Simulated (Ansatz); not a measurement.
Geometry optimisation, UKS PBE/def2-SVP (Ansatz 0.2.0).

Input:

```yaml
crystal:
  periodic: [false, false, false]
  atoms:
    - { symbol: Mo, position_ang: [0.0, 0.0, 0.0] }
    - { symbol: F, position_ang: [0.0, 0.0, 2.02] }
    - { symbol: F, position_ang: [1.77, 0.0, 0.0] }
    - { symbol: F, position_ang: [0.0, 1.77, 0.0] }
    - { symbol: F, position_ang: [-1.77, 0.0, 0.0] }
    - { symbol: F, position_ang: [0.0, -1.77, 0.0] }
    - { symbol: F, position_ang: [0.0, 0.0, -1.77] }
    - { symbol: O, position_ang: [0.0, 0.0, 3.55] }
    - { symbol: H, position_ang: [-0.5144, -0.8011, 3.8871] }
magnetization:
  spin_polarized: true
  initial_magnetization: 1
basis:
  gaussian: { orbitals: def2-SVP }
hamiltonian:
  xc: pbe
relax:
  f_tol: 0.15
  max_steps: 25
  restrain:
    - { distance: [1, 7], at: 2.43, k: 30.0 }
    - { distance: [0, 1], at: 1.77, k: 30.0 }
```

Run as:

```bash
$ ansatz run input.yaml --threads 4 --pin off --max-ram 5120MiB --backend cpu --events-out ev --progress --plain --runs-dir out
```

**Question.** Where does it end, and by what steps?

**Answer.** The forces met the threshold. The restraints hold the end off the free minimum; the threshold counts their pulls, which the force column leaves out. Restrained pairs: F2–O8 (1.53 → 2.44 Å), Mo1–F2 (2.02 → 1.81 Å). After 5 steps the energy has fallen by 2.658 eV (the restraints' own energy left out); O8 moved furthest, 0.63 Å.

```json
{"step": "0", "energy less start (eV)": "0.0000", "largest force component (eV/Å)": "6.517", "accepted": "yes"}
{"step": "1", "energy less start (eV)": "-2.1845", "largest force component (eV/Å)": "2.172", "accepted": "yes"}
{"step": "2", "energy less start (eV)": "-2.3468", "largest force component (eV/Å)": "3.920", "accepted": "yes"}
{"step": "3", "energy less start (eV)": "-2.6190", "largest force component (eV/Å)": "1.487", "accepted": "yes"}
{"step": "4", "energy less start (eV)": "-2.6542", "largest force component (eV/Å)": "1.094", "accepted": "yes"}
{"step": "5", "energy less start (eV)": "-2.6577", "largest force component (eV/Å)": "1.161", "accepted": "yes"}
```

```xyz
9
Properties=species:S:1:pos:R:3
Mo 0.002 0.003 -0.065
F -0.014 -0.025 1.745
F 1.846 -0.004 -0.053
F -0.002 1.845 -0.043
F -1.844 -0.006 -0.074
F -0.005 -1.843 -0.079
F 0.012 0.018 -1.910
O 0.004 0.015 4.181
H -0.514 -0.805 3.988
```

Run time: 61 s on 4 threads of Intel(R) Xeon(R) Platinum 8259CL CPU @ 2.50GHz (Skylake/Cascade Lake), with other jobs on the host, peak memory 0.41 GiB.
